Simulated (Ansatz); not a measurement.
Reaction (substitution at a C–Si bond): `C[SiH](F)[SiH2]Cl` + `C[O][Ge][SH]` → `C[O][Ge][S]C` + `F[SiH2][SiH2]Cl`

Calculated with Ansatz (gas phase, PBE0-D4/def2-TZVP geometries, no zero-point term in ΔE). CBS: MP2 limit from def2 TZ/QZ plus the TZ coupled-cluster correction, frozen cores. This one scheme is used for every species. Functionals use def2-TZVPP. For Ge outer-core shells are correlated without core-valence functions, which leaves a few kJ/mol of doubt a bond. Scalar relativity is left out up to krypton. Each species was taken in one conformer, which may not be the lowest.

Task: Is it downhill or uphill in electronic energy at CCSD(T)/CBS, and by how much? (Best estimate.)

Result: Ansatz gave: Uphill: ΔE = +61.9 kJ/mol.

Task: What do these levels give: PBE-D4, r2SCAN-D4, ωB97X-V, B2PLYP, PBE, r2SCAN, PBE0, HF/def2-TZVPP, SCS-MP2/def2-TZVPP, MP2/def2-QZVPP, SCS-MP2/def2-QZVPP, CCSD/CBS(def2)? (Best estimate.)

Result: Ansatz gave: PBE-D4 61.9, r2SCAN-D4 64.6, ωB97X-V 62.4, B2PLYP 60.5, PBE 60.4, r2SCAN 64.2, PBE0 61.9, HF/def2-TZVPP 59.4, SCS-MP2/def2-TZVPP 58.6, MP2/def2-QZVPP 61.5, SCS-MP2/def2-QZVPP 58.8, CCSD/CBS(def2) 62.9 kJ/mol.

Largest T1 diagnostic among the species: 0.015.
